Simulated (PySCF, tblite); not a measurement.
Q: What does the GFN2-xTB structure of `CC=C=CC(C)=O` look like in three dimensions?

A: 
```xyz
15
C6H8O angstrom
C      2.2270   -0.6142    1.0270
C      1.5774   -0.3235   -0.2927
C      0.6052    0.5136   -0.4648
C     -0.3945    1.3386   -0.6201
C     -1.8142    0.9466   -0.5166
C     -2.0703   -0.4974   -0.1601
O     -2.7044    1.7452   -0.6967
H      1.7591   -0.0430    1.8241
H      3.2853   -0.3596    0.9833
H      2.1448   -1.6766    1.2540
H      1.9797   -0.8585   -1.1445
H     -0.2223    2.3834   -0.8460
H     -1.5213   -1.1530   -0.8313
H     -1.7216   -0.6834    0.8539
H     -3.1344   -0.7102   -0.2187
```

Any rigid rotation of these coordinates is as good. Atoms count from 1 in this order. The C–C distances run from 1.294 Å (C2=C3, drawn double) to 1.509 Å (C5–C6, drawn single), a spread of 0.215 Å. Of the pairs four or more bonds apart, C3···H13 is among the closest relative to their van der Waals radii: 2.73 Å, 94 % of the sum of Bondi's values.

Bonds between heavy atoms (Å): C1–C2 1.499, C2=C3 1.294, C3=C4 1.305, C4–C5 1.476, C5–C6 1.509, C5=O7 1.209.

Computed geometry: GFN2-xTB, gas phase.

Point group: C1 (no symmetry element, even within 0.4 Å). Its GFN2-xTB frequencies are all real (lowest 49 cm⁻¹). The numbers are those of one conformer (C3–C4–C5–C6 2°).
